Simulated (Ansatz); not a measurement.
`B[Se]C` → B• + C• + 5 H• + Se•  (atomization)

Computed with Ansatz on PBE0-D4/def2-TZVP structures; ΔE is electronic, products minus reactants. CBS: MP2 limit from def2 TZ/QZ plus the TZ coupled-cluster correction, frozen cores. This one scheme is used for every species, atoms too. DFT in def2-TZVPP. Open shells (•) are unrestricted, without spin–orbit coupling. Spin–orbit coupling would lower the free atoms: a little for B, C; clearly for Se. Bonds to Se are less sure, by a few kJ/mol each and by 10 to 20 or more in all where they break to atoms, as the def2 sets lack core-valence functions. Scalar relativity is left out up to krypton.

```csv
level,ΔE (kcal/mol)
BHLYP-D4,639.3
revPBE,638.0
```

Problem. What does CCSD(T)/CBS give? (Best estimate.)

Solution. Ansatz gave: +651.0 kcal/mol. The listed levels differ from it by -11.7, -13.0 kcal/mol.

Largest T1 diagnostic among the species: 0.014.

From PBE to PBE0 (25 % exact exchange), in def2-TZVPP and without D4, ΔE moves by −6.9 kcal/mol: exact exchange takes away binding that semilocal exchange gives to molecules. In def2-TZVPP, CCSD(T) changes the Hartree–Fock value by +144.4 kcal/mol (the triples alone add +8.4 kcal/mol) and MP2 by +149.1 kcal/mol; breaking electron pairs costs correlation energy, which Hartree–Fock lacks. At CCSD(T), def2-SVP lies −32.3 kcal/mol from the extrapolated value and def2-TZVPP −13.9 kcal/mol: correlation converges slowly with the basis, and small sets miss more of it in the bonded molecule than in its fragments.

For atomizations the MP2-based limit and the directly extrapolated one differ by several kJ/mol either way, and by 10 to 25 for some Ge, Se and Sn compounds, so smaller differences from it don't rank the levels.
